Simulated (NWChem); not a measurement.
System: CH$_{5}$FSi; SMILES C[SiH2]F

NWChem input:

```
start job
memory heap 200 mb stack 900 mb global 1100 mb
geometry units angstroms noautosym nocenter noautoz
  Si     0.459657     0.149547    -0.000088
  C     -0.467734    -1.476851    -0.000614
  F     -0.589504     1.384270    -0.000047
  H      1.312198     0.269648     1.213074
  H      1.312670     0.270112    -1.212877
  H     -1.104875    -1.575247    -0.886500
  H      0.240662    -2.314922    -0.002012
  H     -1.103325    -1.576808     0.886202
end
basis spherical
  * library 6-311g**
end
dft
  xc b3lyp
  iterations 150
end
property
  shielding 6 1 2 3 4 6 7
end
task dft property
```

Excerpt of the output:

```
             Northwest Computational Chemistry Package (NWChem) 7.3.0
             --------------------------------------------------------

                             Geometry "geometry" -> ""
                             -------------------------

 Output coordinates in angstroms (scale by  1.889725989 to convert to a.u.)

  No.       Tag          Charge          X              Y              Z
 ---- ---------------- ---------- -------------- -------------- --------------
    1 Si                  14.0000     0.45965700     0.14954700    -0.00008800
    2 C                    6.0000    -0.46773400    -1.47685100    -0.00061400
    3 F                    9.0000    -0.58950400     1.38427000    -0.00004700
    4 H                    1.0000     1.31219800     0.26964800     1.21307400
    5 H                    1.0000     1.31267000     0.27011200    -1.21287700
    6 H                    1.0000    -1.10487500    -1.57524700    -0.88650000
    7 H                    1.0000     0.24066200    -2.31492200    -0.00201200
    8 H                    1.0000    -1.10332500    -1.57680800     0.88620200

 Effective nuclear repulsion energy (a.u.)     114.9280325509

                              NWChem Property Module
                              ----------------------

  itol2e modified to match energy
  convergence criterion.

                                 NWChem DFT Module
                                 -----------------

 Summary of "ao basis" -> "ao basis" (spherical)
 ------------------------------------------------------------------------------
       Tag                 Description            Shells   Functions and Types
 ---------------- ------------------------------  ------  ---------------------
 Si                         6-311g**                12       26   6s5p1d
 C                          6-311g**                 8       18   4s3p1d
 F                          6-311g**                 8       18   4s3p1d
 H                          6-311g**                 4        6   3s1p

  itol2e modified to match energy
  convergence criterion.

[...]

          -----------------------------------------
          Chemical Shielding Tensors (GIAO, in ppm)
          -----------------------------------------

                                NWChem CPHF Module
                                ------------------

  scftype          =     RHF
  nclosed          =       17
  nopen            =        0
  variables        =     1275
  # of vectors     =        3
  tolerance        = 0.10D-03
  level shift      = 0.00D+00
  max iterations   =       50
  max subspace     =       30

 SCF residual:    1.6300984094596598E-004

Iterative solution of linear equations
  No. of variables     1275
  No. of equations        3
  Maximum subspace       30
        Iterations       50
       Convergence  1.0D-04

   iter   nsub   residual    time
   ----  ------  --------  ---------
     1      3    3.28D-01      57.0
     2      6    1.09D-02      63.3
     3      9    4.02D-04      69.6
     4     12    1.45D-05      75.0

      Atom:    1  Si
        Diamagnetic
    878.9392     -1.6423      0.0004
     -1.6423    882.9568      0.0015
      0.0004      0.0015    874.3946

        Paramagnetic
   -529.1508    -30.9126      0.0116
    -30.9126   -496.0006      0.0207
      0.0116      0.0207   -604.3921

        Total Shielding Tensor
    349.7884    -32.5549      0.0120
    -32.5549    386.9562      0.0222
      0.0120      0.0222    270.0025

           isotropic =     335.5824
          anisotropy =     105.4135

          Principal Components and Axis System
                 1           2           3
              405.8580    330.8866    270.0025

      1        -0.5021      0.8648     -0.0003
      2         0.8648      0.5021     -0.0003
      3         0.0001      0.0004      1.0000

      Atom:    2  C
        Diamagnetic
    250.6467      3.4010      0.0007
      3.4010    256.3990      0.0035
      0.0007      0.0035    248.0267

        Paramagnetic
    -58.1490     -5.6653      0.0007
     -5.6653    -64.7427     -0.0026
      0.0007     -0.0026    -77.5347

        Total Shielding Tensor
    192.4976     -2.2643      0.0014
     -2.2643    191.6563      0.0010
      0.0014      0.0010    170.4919

           isotropic =     184.8820
          anisotropy =      14.2471

          Principal Components and Axis System
                 1           2           3
              194.3800    189.7739    170.4919

      1         0.7690      0.6393     -0.0001
      2        -0.6393      0.7690     -0.0001
      3         0.0000      0.0001      1.0000

      Atom:    3  F
        Diamagnetic
    475.8775    -14.0371     -0.0002
    -14.0371    482.2633      0.0016
     -0.0002      0.0016    462.0342

        Paramagnetic
    -96.1452     20.7821     -0.0067
     20.7821    -58.3777      0.0217
     -0.0067      0.0217    -80.0224

        Total Shielding Tensor
    379.7323      6.7450     -0.0069
      6.7450    423.8856      0.0233
     -0.0069      0.0233    382.0118

           isotropic =     395.2099
          anisotropy =      44.5246

          Principal Components and Axis System
                 1           2           3
              424.8930    382.0119    378.7249

      1         0.1477     -0.0032      0.9890
      2         0.9890     -0.0000     -0.1477
      3         0.0005      1.0000      0.0031

      Atom:    4  H
        Diamagnetic
     29.5504      0.8684      6.9372
      0.8684     25.1296      1.1025
      6.9372      1.1025     32.0610

        Paramagnetic
     -2.0131     -0.6756     -3.2882
     -0.6756      0.0995     -0.5484
     -3.2882     -0.5484     -5.1656

[...]
```

Level: B3LYP/6-311G** (spherical d), GIAO. The geometry was optimised at B3LYP/6-31G* (spherical d). B3LYP is NWChem's, with the RPA form of VWN correlation. The output numbers the shielded atoms by their place in the input's list. The printed shielding anisotropy is the first printed principal value minus the mean of the other two.
